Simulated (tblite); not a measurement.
Q: Write Cartesian coordinates for `C#C[SiH2]SCC(F)(F)F` as optimised with GFN2-xTB.

A: 
```xyz
14
C4H5F3SSi angstrom
C      2.5720    0.9345   -0.5281
C      2.0181   -0.1088   -0.2986
Si     1.0885   -1.6561    0.0907
S     -0.4822   -1.0423    1.4729
C     -0.9488    0.5920    0.8299
C     -1.8128    0.5013   -0.4079
F     -2.1875    1.7276   -0.8189
F     -1.1735   -0.0575   -1.4487
F     -2.9352   -0.1980   -0.2271
H      3.0742    1.8349   -0.7408
H      0.4858   -2.2163   -1.1100
H      1.8783   -2.5697    0.9008
H     -0.0543    1.1676    0.5883
H     -1.5233    1.0903    1.6105
```

Orientation and origin are arbitrary. Atoms count from 1 in this order. Si3 (SiH2 silicon) is distorted tetrahedral (angles from 102.4° to 116.3°). The C–C distances run from 1.203 Å (C1≡C2, drawn triple) to 1.512 Å (C5–C6, drawn single), a spread of 0.309 Å. Of the pairs four or more bonds apart, Si3···F8 is among the closest relative to their van der Waals radii: 3.17 Å, 89 % of the sum of Bondi's values.

Bonds between heavy atoms (Å): C1≡C2 1.203, C2–Si3 1.847, Si3–S4 2.180, S4–C5 1.817, C5–C6 1.512, C6–F7 1.347, C6–F8 1.343, C6–F9 1.335.

Structure optimised with GFN2-xTB, isolated species.

Point group: C1 (no symmetry element, even within 0.4 Å). Its GFN2-xTB frequencies are all real (lowest 26 cm⁻¹). The numbers are those of one conformer (C2–Si3–S4–C5 37°, Si3–S4–C5–C6 77°). 3 starts were optimised and ended at 0.00, 0.01 and 2.22 kcal/mol (GFN2-xTB); the lowest of these is shown.

These are computed values.
